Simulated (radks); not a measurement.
Species: Cd2+. Configuration: [Kr] 4d10. All-electron calculation, scalar-relativistic Kohn-Sham, MS2 meta-GGA, spin-polarised, spherical densities, finite nucleus; meta-GGA in the generalised Kohn-Sham scheme; Fermi nuclear charge, rms radius 4.6087 fm. Program: a radial shooting solver on a logarithmic mesh with Libxc functionals.

Normalised radial functions P(r) = r R(r), r in bohr:

r	4d
0.001384	0.0000
0.001846	0.0000
0.002443	0.0000
0.003258	0.0000
0.00431	0.0001
0.005749	0.0002
0.007607	0.0005
0.01015	0.0011
0.01342	0.0023
0.0179	0.0050
0.02369	0.0104
0.0316	0.0215
0.04181	0.0424
0.05576	0.0811
0.07378	0.1436
0.0984	0.2382
0.1302	0.3521
0.1736	0.4574
0.2298	0.4826
0.3064	0.3513
0.4055	0.0387
0.5408	-0.4072
0.7155	-0.7916
0.9543	-0.9597
1.263	-0.8655
1.684	-0.6176
2.228	-0.3562
2.972	-0.1545
3.933	-0.0487
5.245	-0.0092
6.94	-0.0010

4d: eigenvalue -30.444 eV, 1 radial node at r = 0.417 bohr, <r> = 1.25 bohr, 90 % of the charge inside 1.97 bohr.
